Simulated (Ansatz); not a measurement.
TcO3F. Charge 0, multiplicity 1. Geometry r2SCAN-D4/def2-SVP; atoms count from 1.

```xyz
5

Tc   -0.003   -0.015   -0.020
O    -0.514   -1.537    0.446
O    -1.148    0.661   -1.035
O     1.446   -0.152   -0.845
F     0.220    1.043    1.454
```

In the def2 sets Tc takes a core potential; there is no spin–orbit coupling. The restricted singlet is unstable towards broken spin symmetry in Hartree–Fock (as tested in another run); at PBE0-D4/def2-TZVP this wasn't settled.

Question: Estimate the Mulliken populations from the PBE0/def2-TZVP orbitals of Ansatz.

Answer: 
```tsv
atom	charge (e)	d electrons
Tc1	1.88	4.51
O2	-0.48	–
O3	-0.48	–
O4	-0.48	–
F5	-0.43	–
```
Mulliken values depend strongly on the basis.

Question: And the Mayer bond orders between heavy atoms (over 0.3)?

Answer: Tc1–O2 1.73 (1.67 Å); Tc1–O3 1.74 (1.67 Å); Tc1–O4 1.74 (1.67 Å); Tc1–F5 0.76 (1.83 Å).
